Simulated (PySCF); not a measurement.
# Spinor energies of O+ (oxygen, charge +1)

Start: [He] 2s2 2p2 3s1; 2p3/2 filled at m_j = +1/2, +3/2; 3s1/2 filled at m_j = +1/2. Calculated with PySCF 2.14 in x2c-SVPall-2c with one added diffuse shell of s type (4s2p1d, 15 functions): generalised Hartree-Fock with the X2C-1e Hamiltonian and a Gaussian nucleus; one run each with spin-orbit coupling (SO) switched off, then screened by Boettger's factors. This is a chosen level, not necessarily the ground level.

| spinor shell | electrons | ε, spin-free (eV) | ε, screened SO (eV) | weight of nominal j (screened SO) | rms radius, screened SO (bohr) |
| --- | --- | --- | --- | --- | --- |
| 1s1/2 | 2 | -596.91 | -596.92 | 1.000 | 0.230 |
| 2s1/2 | 2 | -58.039 | -58.041 | 1.000 | 1.14 |
| 2p3/2 | 2 | -46.839 | -46.832 | 0.830 | 1.12 |
| 3s1/2 | 1 | -11.698 | -11.699 | 1.000 | 3.55 |

```csv
quantity,spin-free,screened SO
E (hartree),-73.47968,-73.47915
M_J,5/2,5/2
⟨J²⟩,8.754,8.754
⟨L²⟩,2.002,2.002
⟨S²⟩,3.752,3.752
```

Each row is a mean over spinors that exchange with the open shell spreads, by up to 10.767 eV (2s1/2).

Rows whose weight is well below 1 are mixtures of j = l ± 1/2: exchange outweighs spin-orbit coupling there, and the label is only the starting occupation.

Without spin-orbit coupling the j labels of p, d and f shells carry no meaning; the spin-free column gives the mean over the occupied spinors of each nl shell.
